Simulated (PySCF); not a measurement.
**Technetium: a sound run and one with changed settings**

Sound run: Tc⁺ [Kr] 4d5 5s1, Tc²⁺ [Kr] 4d5. Computed with PySCF 2.14 in x2c-SVPall, with scalar relativity by spin-free X2C-1e. In the sound run the correlated levels freeze [Kr]. The sound run starts from symmetry-adapted Hartree-Fock orbitals and uses a fine grid where one is needed.

Changed run: the non-relativistic Hamiltonian (point nucleus). This setting is unsound on purpose.

```csv
species,method,sound run (hartree),changed run (hartree),converged
Tc⁺,UHF,-4282.44337,-4151.26206,yes
Tc⁺,BP86,-4285.12763,-4153.95734,yes
Tc⁺,LDA,-4279.70806,-4148.54328,yes
Tc⁺,MP2,-4282.50275,-4151.32110,yes
Tc²⁺,UHF,-4281.92093,-4150.77605,yes
Tc²⁺,BP86,-4284.55525,-4153.42492,yes
Tc²⁺,LDA,-4279.12941,-4148.00527,yes
Tc²⁺,MP2,-4281.96730,-4150.82210,yes
```

Ionisation energy of Tc⁺:

```csv
method,sound run (eV),changed run (eV)
UHF,14.216,13.225
BP86,15.575,14.488
LDA,15.746,14.640
MP2,14.570,13.579
SCS-MP2,14.334,13.343
```

Most of the change in total energy is the relativistic energy itself. On top of that the contraction fixes the core shape for the Hamiltonian it was made with, so the changed run is not a good calculation with the other Hamiltonian either.

For comparison, NIST gives 15.26 eV between the lowest levels.
